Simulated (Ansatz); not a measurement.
Species: AlCl, net charge 0, triplet state. This is an excited triplet: at this geometry the singlet lies 2.97 eV lower at CCSD(T)/CBS(aug-cc-pV(T+d)Z,aug-cc-pV(Q+d)Z). 
Coordinates optimised at B3LYP-D3(BJ)/def2-TZVP (Ansatz, a quantum-chemistry and plane-wave program):
```xyz
2

Al     0.0000     0.0000    -1.2044
Cl     0.0000     0.0000     0.9210
```
Charge 0, spin multiplicity 3.

Task: Give the harmonic wavenumbers at B3LYP-D3(BJ)/def2-TZVP (Ansatz, finite differences of forces, unscaled).

Result: 492 cm⁻¹. Zero-point energy 0.7 kcal/mol.

Task: From these and the geometry, give the ideal-gas thermochemistry at 298.15 K and 1 atm (rigid rotor, harmonic oscillator).

Result: Point group C∞v, rotational symmetry number 1. Rotational constants 7.302, 7.302 GHz. S(trans) 38.31, S(rot) 15.39, S(vib) 0.68, S(elec, spin only) 2.18, S 56.6 cal/(mol K). H(298) - H(0) 2.22 kcal/mol; G - E(el) -13.9 kcal/mol.
